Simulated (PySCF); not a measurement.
CsI, SMILES [Cs][I]. Geometry: PBE-D3(BJ)/def2-TZVPD. The def2 effective core potentials stand for the cores of Cs, I; spin–orbit coupling is left out.

Task: Give the equilibrium geometry at PBE-D3(BJ)/def2-TZVPD (PySCF confirms it by a frequency run) as bond lengths and angles, and its point group. (Estimate from the structure and the level; the computed values follow.)

Result: point group C∞v.
Atoms: Cs1 I2. Bonds (Å): Cs1–I2 3.341.
